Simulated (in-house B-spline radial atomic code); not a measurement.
Configurations of the niobium ion Nb⁺, with energies counted from [Kr] 4d4. Level of theory: scalar-relativistic (X2C) BP86, spin-polarised, spherical fractional occupations, Fermi nucleus of rms radius 4.324 fm; calculated with an all-electron radial atomic-structure program (B-spline basis). Shells without spins written out take the highest spin.

Occupations are held fixed; configurations that lie above the ionisation limit could autoionise.

| configuration | E - E(ref) (eV) | highest orbital | its <r> (bohr) |
| --- | --- | --- | --- |
| [Kr] 4d3 4f1 | 11.282 | 4f up | 8.168 |
| [Ar] 3d10 4s2 4p(3 up, 2 down) 4d(2 up, 2 down) 5p(0 up, 1 down) | 39.3 | 5p down | 3.921 |
| [Ar] 3d10 4s2 4p5 4d4 4f1 | 41.487 | 4f up | 8.117 |
| [Ar] 3d9 4s2 4p6 4d4 5s1 | 202.29 | 5s up | 3.102 |
| [Ar] 3d(5 up, 4 down) 4s2 4p6 4d(3 up, 1 down) 5s(1 up, 0 down) | 204.67 | 5s up | 3.123 |
| [Ar] 3d9 4s2 4p6 4d4 5p1 | 206.72 | 5p up | 3.813 |
| [Ar] 3d9 4s2 4p6 4d4 5d1 | 211.49 | 5d up | 6.15 |

(1) Order these further configurations by energy, lowest first.
A. [Kr] 4d3 5d1
B. [Ar] 3d10 4s2 4p5 4d4 5f1
C. [Ar] 3d(4 up, 5 down) 4s2 4p6 4d(4 up, 0 down) 5d(0 up, 1 down)
D. [Kr] 4d3 5s1
E. [Ar] 3d10 4s2 4p5 4d4 5d1

(2) How far above the reference does [Ar] 3d(4 up, 5 down) 4s2 4p6 4d(5 up, 0 down) lie?

(3) How far above the reference does [Kr] 4d(3 up, 1 down) lie?

(4) How far above the reference does [Ar] 3d10 4s2 4p5 4d4 5p1 lie?

Results:

(1) D (0.57723 eV), A (9.495 eV), E (39.627 eV), B (42.595 eV), C (212.01 eV).

(2) 200.86 eV; its least bound orbital is 4d up with <r> = 1.868 bohr.

(3) 1.8461 eV; its least bound orbital is 4d down with <r> = 2.081 bohr.

(4) 34.84 eV; its least bound orbital is 5p up with <r> = 3.84 bohr.
